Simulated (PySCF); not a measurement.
## As: ionisation energy

As [Ar] 3d10 4s2 4p3 (4S) → As⁺ [Ar] 3d10 4s2 4p2 (3P), as a difference of total energies. Computed with PySCF 2.14 in cc-pVTZ-PP with ECP10MDF (5s4p3d1f, 39 functions), with a scalar-relativistic core potential. Correlated levels: valence: 3s2 3p6 3d10 frozen. The calculations carry no spin-orbit coupling.

```csv
method,ionisation energy (eV)
UHF,9.424
r2SCAN,10.073
SCS-MP2 (valence),9.751
CCSD (valence),9.863
CCSD(T) (valence),9.895
```

Task: Estimate what MN15 gives.

Result: 9.769 eV, closest to SCS-MP2 (valence) among the rows shown.

Task: Estimate what MP2 (valence) gives.

Result: 9.897 eV, closest to CCSD(T) (valence) among the rows shown.

Errors of the correlated levels include the incompleteness of this basis and the frozen core.

For comparison: 10.008 eV (measured; NIST levels, between the centres of gravity of the two terms).
